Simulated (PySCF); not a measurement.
Ligands exchanged one at a time, Ga F-Cl. All species are isolated molecules in the gas phase. Strings in code marks are SMILES.

Level of theory: PBE-D3(BJ)/def2-TZVP run with PySCF. Excitations are Tamm–Dancoff values on a coarser integration grid. The basis has no diffuse functions, so Rydberg states are missing or too high.

```
species                                         HOMO (eV)  LUMO (eV)  S1 oscillator strength  T1 excitation (TDA) (eV)
----------------------------------------------  ---------  ---------  ----------------------  ------------------------
0 of 3 F replaced by Cl (`[Ga]([F])([F])[F]`)           ?      -3.58                   0.000                      5.86
1 of 3 F replaced by Cl                                 ?      -3.33                   0.011                         ?
2 of 3 F replaced by Cl                             -8.27      -3.16                   0.007                         ?
3 of 3 F replaced by Cl (`[Cl][Ga]([Cl])[Cl]`)      -8.01      -3.06                   0.000                      4.80
```

### Question
What belongs in the gaps?

### Answer

- 0 of 3 F replaced by Cl (`[Ga]([F])([F])[F]`), HOMO (eV): -9.63
- 1 of 3 F replaced by Cl, HOMO (eV): -8.59
- 1 of 3 F replaced by Cl, T1 excitation (TDA) (eV): 5.07
- 2 of 3 F replaced by Cl, T1 excitation (TDA) (eV): 4.94
